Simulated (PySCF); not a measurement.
# How methods differ on the excitation energy of Fe

Fe [Ar] 3d6 4s2 (5D) → Fe [Ar] 3d7 4s1 (5F), as a difference of total energies. Computed with PySCF 2.14 in x2c-TZVPPall with one added diffuse shell each of s, p, d, f type (7s6p5d3f1g, 80 functions), with scalar relativity by spin-free X2C-1e. Correlated levels: valence: [Ar] frozen. The calculations carry no spin-orbit coupling.

| method | excitation energy (eV) | error (eV) |
| --- | --- | --- |
| UHF | 2.104 | +1.229 |
| MP2 (valence) | 0.778 | -0.097 |
| SCS-MP2 (valence) | 0.867 | -0.008 |
| CCSD (valence) | 1.268 | +0.393 |
| CCSD(T) (valence) | 1.159 | +0.284 |

Reference: 0.875 eV (measured; NIST levels, between the centres of gravity of the two terms).

Errors of the correlated levels include the incompleteness of this basis and the frozen core.
